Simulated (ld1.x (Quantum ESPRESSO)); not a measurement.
# Varying the PAW potential for boron (B)

Base potential:

```json
{
  "Element": "boron",
  "Generator": "ld1.x (Quantum ESPRESSO) 7.5",
  "Type": "PAW",
  "Functional": "LDA (PZ)",
  "Relativity": "scalar-relativistic",
  "Frozen core": "[He]",
  "Valence charge": "3",
  "Reference configuration": "2s2 2p0 (charge +1)",
  "Partial waves": "2s (bound): rcut 1.30, rcutus 1.40 bohr; 2s channel at -1.05 Ry: rcut 1.30, rcutus 1.40 bohr; 2p (bound, empty): rcut 1.55, rcutus 1.70 bohr; 2p channel at 0.45 Ry: rcut 1.55, rcutus 1.70 bohr",
  "Local potential": "all-electron potential smoothed inside 1.40 bohr (lloc = -2)",
  "Core correction": "a·sin(br)/r model core, default radius (core density twice the valence density)",
  "Augmentation charge": "PSQ, radius 1.10 bohr"
}
```

All-electron outer shells of the reference configuration (LDA (PZ), scalar-relativistic, ld1.x):

```
shell  level (eV)  outermost node (bohr)  outermost maximum (bohr)
   2s      -19.42                   0.46                      1.44
   2p      -13.46                      –                      1.39
```

Cutoffs, loose and tight: the cutoffs (Ry, on a coarse ladder) from which the occupation-weighted sum of valence levels, in a spherical-Bessel basis at the reference potential, stays within 10 and 1 mRy of its value at 400 Ry. They do not see the model core or the augmentation charge, which bear on the density cutoff. Test errors are all-electron minus pseudo excitation energies from the reference, over the configurations 2s2 2p1; 2s1 2p0; 2s2 2p0.5; 2s0 2p3; 2s1 2p2; 2s1 2p1; 2s2 2p1.3 (two spin-polarised tests are not counted in the largest error). A dash means not determined; rows that change the core or the reference have their own tests. The largest error is taken over the tests solved by every variant that gives reliable tests at all: 2s1 2p0; 2s2 2p0.5; 2s2 2p1.

For the base: The cutoffs count occupied waves only; the empty 2p level needs 18 Ry at the loose tolerance.

| change | outcome | cutoff, loose | cutoff, tight | bound ghosts | largest test error (meV) |
| --- | --- | --- | --- | --- | --- |
| base | generated | 10 Ry | 18 Ry | none | -4.7 |
| waves 2p (bound): rcut 1.10, rcutus 1.16 bohr; 2p channel at 0.45 Ry: rcut 1.10, rcutus 1.16 bohr | generated | 10 Ry | 18 Ry | none | -4.7 |
| waves 2p (bound): rcut 1.32, rcutus 1.40 bohr; 2p channel at 0.45 Ry: rcut 1.32, rcutus 1.40 bohr | generated | 10 Ry | 18 Ry | none | -4.7 |
| waves 2p (bound): rcut 1.48, rcutus 1.56 bohr; 2p channel at 0.45 Ry: rcut 1.48, rcutus 1.56 bohr | generated | 10 Ry | 18 Ry | none | test run stopped at test 1 of 9 (negative rho) |
| waves 2p (bound): rcut 1.55, rcutus 1.86 bohr; 2p channel at 0.45 Ry: rcut 1.55, rcutus 1.86 bohr | generated | 10 Ry | 18 Ry | none | -4.7 |
| waves 2p (bound): rcut 1.55, rcutus 2.00 bohr; 2p channel at 0.45 Ry: rcut 1.55, rcutus 2.00 bohr | generated | 10 Ry | 18 Ry | none | -4.7 |
| waves 2p (bound): rcut 1.55, rcutus 2.28 bohr; 2p channel at 0.45 Ry: rcut 1.55, rcutus 2.28 bohr | generated | 10 Ry | 18 Ry | none | -4.7 |
| waves 2p (bound): rcut 1.55, rcutus 2.54 bohr; 2p channel at 0.45 Ry: rcut 1.55, rcutus 2.54 bohr | generated | 10 Ry | 18 Ry | none | -4.7 |

Reading the sweep of the p radius (base included, trends over the rows without a ghost): The loose cutoff stays near 10 Ry. The median size of the test errors (rows with all tests solved) stays near 0.4 meV.
